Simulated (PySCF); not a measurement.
A structure optimised at PBE0-D3(BJ)/def2-SVP (Å):
```
atom  x, y, z in Å
C1    -3.8788   -0.1164    0.2318
C2    -2.4953    0.4391    0.0014
O3    -1.5615   -0.5273    0.4236
C4    -0.2460   -0.2789    0.2944
C5     0.6245   -1.2922    0.7252
C6     1.9951   -1.1224    0.6239
C7     2.5595    0.0526    0.0914
B8     4.1130    0.2022   -0.0204
O9     4.8986   -0.7994    0.4620
O10    4.7345    1.2826   -0.5831
C11    1.6696    1.0485   -0.3260
C12    0.2861    0.9045   -0.2326
H13   -4.6410    0.6102   -0.0851
H14   -4.0333   -0.3424    1.2969
H15   -4.0225   -1.0447   -0.3402
H16   -2.3396    0.6728   -1.0686
H17   -2.3485    1.3783    0.5674
H18    0.1877   -2.2055    1.1342
H19    2.6624   -1.9191    0.9618
H20    5.8326   -0.6015    0.3363
H21    4.1226    1.9492   -0.9053
H22    2.0473    1.9893   -0.7431
H23   -0.3639    1.7123   -0.5689
```

Charge 0, singlet.

Problem. Read off the bonds between heavy atoms and their formal orders.

Solution. C1–C2 1.51 Å (single); C2–O3 1.41 Å (single); O3–C4 1.35 Å (single); C4–C5 1.40 Å (aromatic); C5–C6 1.38 Å (aromatic); C6–C7 1.41 Å (aromatic); C7–B8 1.56 Å (single); B8–O9 1.36 Å (single); B8–O10 1.37 Å (single); C7–C11 1.40 Å (aromatic); C11–C12 1.39 Å (aromatic); C4–C12 1.40 Å (aromatic). Bonds to hydrogen (Å): C1–H13 1.10; C1–H14 1.10; C1–H15 1.10; C2–H16 1.11; C2–H17 1.11; C5–H18 1.09; C6–H19 1.09; O9–H20 0.96; O10–H21 0.96; C11–H22 1.10; C12–H23 1.09.

Problem. Write the SMILES.

Solution. `CCOc1ccc(B(O)O)cc1`, C8H11BO3, 4-ethoxyphenylboronic acid. Among its features: benzene ring, ether and three-coordinate boron.

Problem. Which rings does it hold (smallest set)?

Solution. C4–C5–C6–C7–C11–C12 (6 members, 0.00 Å rms from planarity).

Problem. Classify the heavy atoms.

Solution. C1: methyl carbon; C2: sp3 carbon bound to oxygen; O3: aryl ether oxygen; C4: aromatic carbon bearing oxygen; C5/C12: aromatic CH carbon; C6/C11: aromatic CH carbon; C7: substituted aromatic carbon; B8: three-coordinate boron; O9/O10: boron-bound oxygen.

Problem. What is the arrangement about C4?

Solution. It has 3 neighbours (O3, C5, C12) and is planar (angles 124.3°, 119.3° and 116.3°, sum 360.0°, 0.00 Å off the plane of its three neighbours).

Problem. What is the arrangement about C1?

Solution. It has 4 neighbours (C2, H13, H14, H15) and is tetrahedral (angles from 108.2° to 110.6°).

All values are computed, not measured.
